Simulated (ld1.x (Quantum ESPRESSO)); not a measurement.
# bismuth: RRKJ pseudisation with LDA (PZ), fully relativistic reference atom.

ld1.x (Quantum ESPRESSO) 7.5 input, shortened:

```
&input
   title='Bi', zed=83., rel=2, dft='PZ', iswitch=3,
   config='[Xe] 4f14 5d10 6s1.75 6p3.25', rel_dist='average'
 /
 &inputp
   pseudotype=2, tm=.false., rho0=0.01, lloc=2,
   nlcc=.false.
 /
3
6S  1  0   1.75   0.00  1.60  1.60  0.0
6P  2  1   3.25   0.00  1.75  1.75  0.0
5D  3  2  10.00   0.00  2.00  2.00  0.0
 &test
   configts(1)='5d10 6s1.75 6p3.25'
 /
```

Open shells are filled in proportion to 2j + 1 (rel_dist='average').

All-electron outer shells of the reference configuration (LDA (PZ), scalar-relativistic, ld1.x):

| shell | level (eV) | outermost node (bohr) | outermost maximum (bohr) |
| --- | --- | --- | --- |
| 4f | -153.40 | – | 0.34 |
| 5p | -96.40 | 0.48 | 0.86 |
| 5d | -27.60 | 0.51 | 1.03 |
| 6s | -15.03 | 0.98 | 1.86 |
| 6p | -4.94 | 1.14 | 2.44 |

(1) Does this generation succeed?

## Answers

(1) No. ld1.x (Quantum ESPRESSO) 7.5 stopped with "compute_chi: n is too large": the Bessel-function wave could not be built (negative determinant in compute_phi), and the routine for χ then failed on it.
